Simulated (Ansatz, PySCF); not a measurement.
HNSi, SMILES [NH+]#[Si-].

Geometry: PBE0-D3(BJ)/def2-TZVPD.

Vertical ionisation energy (IE) and electron affinity (EA) in eV. Rows of orbital energies are one-electron estimates. Where ΔSCF, EOM or ADC give a negative EA the extra electron is unbound and the value depends on the basis.

```csv
level,IE,EA
"−ε(HOMO), −ε(LUMO), M06-2X/def2-TZVPD (PySCF)",9.34,0.43
"−ε(HOMO), −ε(LUMO), r2SCAN/def2-TZVPD (PySCF)",7.16,1.92
"−ε(HOMO), −ε(LUMO), PBE/def2-TZVPD (PySCF)",6.89,2.09
EOM-CCSD/aug-cc-pVDZ (PySCF),10.43,-0.71
"ΔSCF, CAM-B3LYP/def2-TZVPD (Ansatz), final states of multiplicity 2 and 2",10.40,-0.68
"ΔSCF, PBE/def2-TZVPD (Ansatz), final states of multiplicity 2 and 2",10.61,-0.69
```

Problem. What vertical singlet–triplet gap does ΔSCF give with CAM-B3LYP/def2-TZVPD (Ansatz, an electronic-structure program) and with PBE/def2-TZVPD (Ansatz)? (Estimate from the structure and the level; the computed values follow.)

Solution. 4.18 and 4.35 eV (triplet above singlet where positive).
